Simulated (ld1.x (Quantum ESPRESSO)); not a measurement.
# nitrogen: from the effect back to the setting (PAW)

Base potential:

N (Z = 7), PAW, made with ld1.x (Quantum ESPRESSO) 7.5 (PBE, non-relativistic). Core [He], reference 2s2 2p3. Waves: 2s (bound): rcut 0.55, rcutus 0.75 bohr; 2s channel at -0.9 Ry: rcut 0.55, rcutus 0.75 bohr; 2p (bound): rcut 0.90, rcutus 1.20 bohr; 2p channel at 1.05 Ry: rcut 0.90, rcutus 1.20 bohr. Local part: all-electron potential smoothed inside 1.05 bohr (lloc = -1). Core correction: a·sin(br)/r model core, default radius (ld1.x builds one for every PAW set, though the input has nlcc=.false.). Augmentation charge: BESSEL, radius 0.60 bohr.

Cutoffs, loose and tight: the cutoffs (Ry, on a coarse ladder) from which the occupation-weighted sum of valence levels, in a spherical-Bessel basis at the reference potential, stays within 10 and 1 mRy of its value at 400 Ry. They do not see the model core or the augmentation charge, which bear on the density cutoff. Test errors are all-electron minus pseudo excitation energies from the reference, over the configurations 2s2 2p2; 2s2 2p1; 2s2 2p0; 2s0 2p5; 2s1 2p3; 2s1 2p0; 2s1 2p4; variants that change the core or the reference have their own tests.

Only the scale of all radii but the core radius (base = 1) is moved (2 further runs of the sweep failed or gave no value and are left out):

```tsv
scale of all radii but the core radius (base = 1)	cutoff, loose	cutoff, tight	bound ghosts	largest test error (meV)
0.95	70 Ry	100 Ry	s	-47
1.05	45 Ry	100 Ry	s	+17708 over the solved tests; 1 of 7 tests not solved or not reliable
1.15	40 Ry	60 Ry	none	-3.9 over the solved tests; test run stopped at test 3 of 7 (negative rho)
1.38	25 Ry	40 Ry	none	-4.0 over the solved tests; 2 of 7 tests not solved or not reliable
```

Question: One more run gave cutoff, loose: 30 Ry; cutoff, tight: 50 Ry; bound ghosts: none; largest test error (meV): -3.2 over the solved tests; test run stopped at test 3 of 7 (negative rho). Which value of the scale of all radii but the core radius (base = 1) was used?

Answer: 1.27. The loose cutoff moves one way along this sweep, from 70 Ry at 0.95 to 25 Ry at 1.38, which places the run between 1.15 and 1.38.
